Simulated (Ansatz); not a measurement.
Start from `CO[SiH2][O][GeH3]` and change one atom or group to get `O[SiH2][O][GeH3]`.

Ansatz, PBE0-D4/def2-TZVP geometries, multiplicity 1. Each molecule was computed in one conformer, which needn't be the lowest.

Scalar relativity is left out up to krypton.

| property | `CO[SiH2][O][GeH3]` |
| --- | --- |
| HOMO–LUMO gap (ωB97M-V/def2-TZVPP) / eV | 12.23 |
| size of the dipole moment (B3LYP/def2-TZVPP) / D | 1.32 |
| LUMO energy (ωB97M-V/def2-TZVPP) / eV | 1.89 |
| LUMO energy (PBE0/def2-TZVPP) / eV | 0.13 |
| HOMO–LUMO gap (B3LYP/def2-TZVPP) / eV | 7.70 |
| HOMO energy (ωB97M-V/def2-TZVPP) / eV | -10.34 |

Q: What does the change do to each property? (Best estimate.)

A: Ansatz gave: 
```
                                        property  `O[SiH2][O][GeH3]`  shift
         HOMO–LUMO gap (ωB97M-V/def2-TZVPP) / eV               12.63   0.40
size of the dipole moment (B3LYP/def2-TZVPP) / D                1.35   0.03
           LUMO energy (ωB97M-V/def2-TZVPP) / eV                1.80  -0.09
              LUMO energy (PBE0/def2-TZVPP) / eV                0.07  -0.06
           HOMO–LUMO gap (B3LYP/def2-TZVPP) / eV                8.16   0.46
           HOMO energy (ωB97M-V/def2-TZVPP) / eV              -10.83  -0.49
```

With PBE0 the HOMO falls by 0.53 eV and the LUMO falls by 0.06 eV, so the gap widens by about 0.47 eV. PBE moves the HOMO by -0.57 eV and ωB97M-V by -0.49 eV. Dipoles are sizes alone; their direction can turn.

B3LYP here is the variant with VWN-RPA as its local correlation; programs differ in this.
